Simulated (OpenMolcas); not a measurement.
Computed levels of 5d in ions with 69 electrons, in cm-1 above 2D 3/2.

```json
{
 "Program": "OpenMolcas 26.06",
 "Method": "SS-CASPT2, IPEA 0.25 Eh, imaginary shift 0.1 Eh",
 "Basis": "ANO-RCC-VTZP",
 "Scalar Hamiltonian": "DKH2, point nucleus",
 "Spin-orbit coupling": "RASSI with atomic mean-field integrals over the reference wave functions, term energies averaged over their components"
}
```

Active space for each ion: 1 electron in 5 orbitals (5d); closed shells correlated by CASPT2: 5s 5p.

```
 Level  Hf3+   W5+   Re6+
2D 5/2  4908  8927  11160
```

Q: Estimate 2D 5/2 for Ta4+ from its neighbours Hf3+ and W5+.

A: 2D 5/2 is fine structure, which grows about as the fourth power of a screened charge, so the fourth roots are averaged: ((4908^0.25 + 8927^0.25) / 2)^4 = 6694. The calculation gives 6757, so the estimate is off by -0.9 %.

With one active electron, CASPT2 adds the correlation within the correlated inactive shells and between them and that electron, and leaves the splitting within a term as the reference gives it. Only configurations of the active space appear.
